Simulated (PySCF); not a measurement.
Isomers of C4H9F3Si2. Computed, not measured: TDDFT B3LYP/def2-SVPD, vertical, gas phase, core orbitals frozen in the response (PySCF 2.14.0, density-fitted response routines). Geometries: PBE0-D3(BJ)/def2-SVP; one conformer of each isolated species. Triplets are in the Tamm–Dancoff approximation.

**Question.** Rank by computed lowest singlet excitation energy, lowest first.
A. `[Si@H]1(C[Si@H](C)C1)C(F)(F)F`
B. `FC(F)(F)CC1[SiH2]C[SiH2]1`
C. `FC(F)=C(F)[C@@H]([SiH3])C[SiH3]`
D. `C[SiH2]/C=C(/C(F)(F)F)[SiH3]`

**Answer.** D (5.72 eV), C (5.88 eV), B (6.27 eV), A (6.47 eV).

| SMILES | S1 (eV) | HOMO (eV) | T1 (eV) | LUMO (eV) | first f ≥ 0.01 (nm) | S1 mainly |
| --- | --- | --- | --- | --- | --- | --- |
| C[SiH2]/C=C(\[SiH3])C(F)(F)F | 5.72 | -8.19 | 3.96 | -1.80 | 204 | H-1→L (98%) |
| FC(F)=C(F)[C@@H]([SiH3])C[SiH3] | 5.88 | -6.97 | 4.41 | -0.28 | 195 | H→L (77%) |
| FC(F)(F)CC1[SiH2]C[SiH2]1 | 6.27 | -7.74 | 6.08 | -0.40 | 175 | H→L (98%) |
| C[Si@H]1C[Si@@H](C(F)(F)F)C1 | 6.47 | -7.72 | 6.27 | -0.16 | 165 | H→L (99%) |

H and L stand for HOMO and LUMO.

Mean S1 by what the SMILES shows (count): single bonds only 6.37 eV (2); a double or triple bond but no aromatic ring 5.80 eV (2).

- `C[SiH2]/C=C(\[SiH3])C(F)(F)F`: Löwdin shares by element: HOMO carbon 67% or more, silicon 6% or more (atoms not listed hold the other 27%); LUMO carbon 61% or more, silicon 15% (atoms not listed hold the other 24%).
- `FC(F)=C(F)[C@@H]([SiH3])C[SiH3]`: Löwdin shares by element: HOMO carbon 54% or more, fluorine 20% or more (atoms not listed hold the other 26%); LUMO silicon 26%, carbon 19% or more (atoms not listed hold the other 55%).
- `FC(F)(F)CC1[SiH2]C[SiH2]1`: Löwdin shares by element: HOMO carbon 37% or more, silicon 31% (atoms not listed hold the other 32%); LUMO silicon 34%, carbon 19% or more (atoms not listed hold the other 47%).
- `C[Si@H]1C[Si@@H](C(F)(F)F)C1`: Löwdin shares by element: HOMO carbon 38% or more, silicon 29% (atoms not listed hold the other 33%); LUMO silicon 33%, carbon 21% or more (atoms not listed hold the other 46%).
